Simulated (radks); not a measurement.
Values are calculated unless marked as measured or tabulated.
Spherical quantum dot in the effective-mass picture: electrons in a parabolic well V = omega^2 r^2 / 2 with omega = 0.347, all in effective atomic units (hartree* = m*/eps^2 hartree, bohr* = eps/m* bohr), one dielectric constant everywhere. Level of theory: non-relativistic Kohn-Sham, exchange-only LDA, spin-polarised, spherical densities (a radial shooting solver with Libxc functionals). Levels are named by radial order and angular momentum (1s, 1p, 1d, 2s, ...), and open shells are averaged over m.

N = 27, configuration 1s2 1p6 1d10 2s2 1f(up 7, down 0). This is the lowest configuration that the search found. Occupied and some empty levels:

level    occupation  eigenvalue (hartree*)  <r> (bohr*)
1s up             1                 6.3477        3.725
1s down           1                 6.3742        3.460
1p up             3                 6.4409        4.434
1p down           3                 6.4820        4.287
1d up             5                 6.5572        4.901
1d down           5                 6.6064        4.830
2s up             1                 6.6106        3.926
2s down           1                 6.6390        4.052
1f up             7                 6.6939        5.259
1f down           0                 6.7472        5.235
2p up             0                 6.7763        4.415
2p down           0                 6.8051        4.459
1g up             0                 6.8488        5.558
1g down           0                 6.9036        5.562
2d up             0                 6.9527        4.863
2d down           0                 6.9846        4.866

Energy (hartree*): total 109.613, kinetic 6.7645, external 38.793, Hartree 69.676, exchange-correlation -5.6199.

Electron density:

r (bohr*)  n(r) (e/bohr*^3)
0.195               0.03800
0.932               0.03404
1.67                0.02817
2.40                0.02532
3.14                0.02732
3.88                0.03082
4.62                0.03000
5.35                0.02219
6.09                0.01139
6.82               0.003813
7.56              0.0008009
8.30              0.0001055
9.03              8.658e-06
9.77              4.499e-07
